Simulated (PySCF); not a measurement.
Hexafluoro-1,3-butadiene, C4F6.
Numbering: `[F:1][C:2]([F:3])=[C:4]([F:5])[C:6]([F:7])=[C:8]([F:9])[F:10]`

The same species was optimised twice, with GFN2-xTB and with PBE0-D3(BJ)/def2-SVP (PySCF), and the same property calculations (PySCF, gas phase) were run on both structures.

| coordinate | GFN2-xTB | PBE0-D3(BJ)/def2-SVP | change |
| --- | --- | --- | --- |
| C8–F10 (Å) | 1.316 | 1.305 | -0.011 |
| C2–F3 (Å) | 1.316 | 1.305 | -0.011 |
| F1–C2 (Å) | 1.315 | 1.303 | -0.012 |
| C8–F9 (Å) | 1.315 | 1.303 | -0.012 |
| C4–F5 (Å) | 1.340 | 1.331 | -0.009 |
| C6–F7 (Å) | 1.340 | 1.331 | -0.009 |
| C2=C4 (Å) | 1.341 | 1.342 | +0.001 |
| C6=C8 (Å) | 1.341 | 1.342 | +0.001 |
| C4–C6 (Å) | 1.453 | 1.452 | -0.001 |
| F9–C8–F10 (°) | 111.3 | 112.6 | +1.3 |
| F1–C2–F3 (°) | 111.3 | 112.6 | +1.3 |
| F3–C2–C4 (°) | 123.7 | 122.5 | -1.2 |
| C6–C8–F10 (°) | 123.8 | 122.5 | -1.3 |
| F7–C6–C8 (°) | 118.3 | 117.8 | -0.5 |
| C2–C4–F5 (°) | 118.2 | 117.8 | -0.4 |
| C4–C6–F7 (°) | 116.0 | 116.2 | +0.2 |
| F5–C4–C6 (°) | 115.9 | 116.2 | +0.3 |
| C2–C4–C6–F7 (°) | 0 | 1 | +1 |

Rotational constants: A = 2467, B = 833.2, C = 622.9 MHz (GFN2-xTB) against A = 2484, B = 840.5, C = 628.0 MHz (PBE0-D3(BJ)/def2-SVP). Point groups within 0.08 Å: C2h and C2h.

On the GFN2-xTB structure: lowest singlet, TDDFT (eV) 5.71 [CAM-B3LYP/def2-SVPD]; lowest triplet, Tamm–Dancoff (eV) 3.19 [CAM-B3LYP/def2-SVPD]; isotropic polarisability (au) 58.3 [CAM-B3LYP/def2-SVPD]; HOMO (eV) -8.59 [CAM-B3LYP/def2-SVPD]; LUMO (eV) -0.31 [CAM-B3LYP/def2-SVPD]; HOMO (eV) -7.09 [PBE0/pcSseg-1]; LUMO (eV) -1.19 [PBE0/pcSseg-1]; GIAO shielding of F1/F9 (mean) (ppm) 284.2 [PBE0/pcSseg-1]; GIAO shielding of C2/C8 (mean) (ppm) 21.4 [PBE0/pcSseg-1]; GIAO shielding of F3/F10 (mean) (ppm) 266.9 [PBE0/pcSseg-1]; GIAO shielding of C4/C6 (mean) (ppm) 56.7 [PBE0/pcSseg-1]; GIAO shielding of F5/F7 (mean) (ppm) 386.7 [PBE0/pcSseg-1].

What do these properties become on the PBE0-D3(BJ)/def2-SVP structure?

```tsv
property	level	on GFN2-xTB	on PBE0-D3(BJ)/def2-SVP	change
lowest singlet, TDDFT (eV)	CAM-B3LYP/def2-SVPD	5.71	5.81	+0.10
lowest triplet, Tamm–Dancoff (eV)	CAM-B3LYP/def2-SVPD	3.19	3.17	-0.02
isotropic polarisability (au)	CAM-B3LYP/def2-SVPD	58.3	58.0	-0.3
HOMO (eV)	CAM-B3LYP/def2-SVPD	-8.59	-8.45	+0.14
LUMO (eV)	CAM-B3LYP/def2-SVPD	-0.31	-0.19	+0.12
energy, GFN2-xTB geometry as zero (kcal/mol)	CAM-B3LYP/def2-SVPD	0.0	-0.2	-0.2
HOMO (eV)	PBE0/pcSseg-1	-7.09	-6.95	+0.14
LUMO (eV)	PBE0/pcSseg-1	-1.19	-1.07	+0.12
energy, GFN2-xTB geometry as zero (kcal/mol)	PBE0/pcSseg-1	0.0	-0.2	-0.2
GIAO shielding of F1/F9 (mean) (ppm)	PBE0/pcSseg-1	284.2	289.7	+5.5
GIAO shielding of C2/C8 (mean) (ppm)	PBE0/pcSseg-1	21.4	23.7	+2.3
GIAO shielding of F3/F10 (mean) (ppm)	PBE0/pcSseg-1	266.9	272.6	+5.7
GIAO shielding of C4/C6 (mean) (ppm)	PBE0/pcSseg-1	56.7	57.8	+1.1
GIAO shielding of F5/F7 (mean) (ppm)	PBE0/pcSseg-1	386.7	389.9	+3.2
```

The heavy atoms differ by 0.016 Å rms after alignment. Among bonds between heavy atoms F1–C2, C2–F3, C8–F9 and C8–F10 change most and about equally (-0.012 to -0.011 Å). Changes are differences of the printed values. Neither structure is proved a minimum here.

Shape of the structure used: `[F:1][C:2]([F:3])=[C:4]([F:5])[C:6]([F:7])=[C:8]([F:9])[F:10]`: C2–C4–C6–F7 1°.
